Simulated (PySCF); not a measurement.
H6O7Si2, charge +1, doublet, at a GFN2-xTB geometry (a state made from the parent by changing its charge; the spin is typed, not shown lowest). Base run: B3LYP/STO-3G run with PySCF.

PySCF was given this input:
```python
from pyscf import gto, scf, dft

mol = gto.Mole()
mol.atom = '''
    O     2.419664    0.549155    1.016345
    Si    1.481918   -0.572042    0.346900
    O     2.032605   -1.044353   -1.090216
    O     1.251507   -1.819044    1.336143
    O     0.026618    0.120191    0.089589
    Si   -1.477806    0.590649   -0.333197
    O    -1.307367    1.796819   -1.384119
    O    -2.205751   -0.685917   -0.989886
    O    -2.220279    1.068004    1.010146
    H     2.934174    1.201926    0.542288
    H     1.954685   -1.926154   -1.453936
    H     1.291225   -1.779066    2.291583
    H    -1.255103    1.707677   -2.335412
    H    -2.785456   -1.290408   -0.526603
    H    -2.173064    1.946690    1.386233
'''
mol.basis = 'sto-3g'
mol.charge = 1
mol.spin = 1
mol.verbose = 4
mol.build()

mf = dft.UKS(mol)
mf.xc = 'b3lyp'
mf.kernel()
```

Variants of this job, named by their change:

| change | ΔE vs base (mEh) | fitting functions |
|---|---|---|
| base | 0.000 | - |
| auxbasis = even-tempered beta=1.6 | -2.156 | 760 |
| auxbasis = even-tempered beta=2.0 | -2.530 | 544 |
| auxbasis = def2-tzvp-ri | -24.700 | 848 |
| auxbasis = cc-pvqz-jkfit | -0.759 | 1344 |
| only_dfj = on; auxbasis = def2-universal-jfit | -6.159 | 511 |
| auxbasis = cc-pvtz-jkfit | -0.820 | 975 |
| auxbasis = default (with mf = mf.density_fit()) | -3.620 | 903 |
| auxbasis = def2-universal-jfit | 586.4 | 511 |
| auxbasis = autoaux | -2.411 | 708 |

A fitting set is made for a task (jfit for Coulomb, jkfit for Coulomb and exchange, ri for correlation) and for a family of orbital bases.

Open shells are given as the SCF converged; they aren't shown to be the lowest states, and a large step between rows can be another state.
